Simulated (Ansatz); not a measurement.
Computed with Ansatz on PBE0-D4/def2-TZVP structures; ΔE is electronic, products minus reactants. CCSD(T)/CBS is the MP2 limit (def2-TZVPP, def2-QZVPP) plus CCSD(T) − MP2 in def2-TZVPP, frozen cores. This one scheme is used for every species. DFT in def2-TZVPP. B3LYP here is the variant with VWN-RPA as its local correlation; programs differ in this. One conformer a species, not always the lowest.

Consider the silylene formation by 1,1-elimination: `O[SiH2]S[SiH2]F` → `O[SiH2]S` + `F[SiH]`.

| level | ΔE (kcal/mol) | difference from CCSD(T)/CBS |
| --- | --- | --- |
| PBE-D4 | 65.5 | -0.6 |
| r2SCAN-D4 | 71.1 | 5.0 |
| PBE0-D4 | 68.8 | 2.7 |
| B3LYP-D4 | 64.1 | -2.0 |
| PBE | 62.8 | -3.3 |
| HF/def2-TZVPP | 61.8 | -4.3 |
| MP2/def2-TZVPP | 69.5 | 3.4 |
| CCSD/def2-TZVPP | 63.1 | -3.0 |
| HF/def2-QZVPP | 61.7 | -4.4 |
| HF/CBS(def2) | 61.7 | -4.4 |
| CCSD(T)/CBS | 66.1 | 0 |

Largest T1 diagnostic among the species: 0.015.

From PBE to PBE0 (25 % exact exchange), in def2-TZVPP and without D4, ΔE moves by +3.6 kcal/mol. The D4 term adds +4.5 kcal/mol with B3LYP and +2.4 kcal/mol with PBE0; it sums over pairs of atoms, weighted by their polarisabilities, and B3LYP, whose exchange is more repulsive, gets the larger term. In def2-TZVPP, CCSD(T) changes the Hartree–Fock value by +2.3 kcal/mol (the triples alone add +1.1 kcal/mol) and MP2 by +7.6 kcal/mol.

CCSD(T)/CBS has its own doubt, a few kJ/mol and more with outer-core shells, so smaller differences from it don't rank the levels.
